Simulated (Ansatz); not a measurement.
A run for Ansatz (a quantum-chemistry and plane-wave program): R-B3LYP-D3(BJ)/def2-TZVP on BeBrI (SMILES [Br][Be][I]). Elements past Kr take the def2 small-core potentials; no spin–orbit coupling.

Ansatz 0.2 input:
```yaml
crystal:
  periodic: [false, false, false]
  atoms:
    - {symbol: Be, position_ang: [0.05642460, 0.02447491, -0.06438276]}
    - {symbol: Br, position_ang: [1.48538816, 0.30710658, -1.35373293]}
    - {symbol: I, position_ang: [-1.55839713, -0.30789570, 1.38295587]}
basis:
  gaussian:
    orbitals: def2-TZVP
hamiltonian:
  xc: b3lyp
  dispersion: d3bj
relax: {f_tol: 0.003, max_steps: 120}
```

Q: What total energy does the run end on?

A: -2886.8738 hartree.

Q: How many basis functions does it have, and what does it roughly cost on one machine?

A: 117 functions; roughly 13 core-seconds.
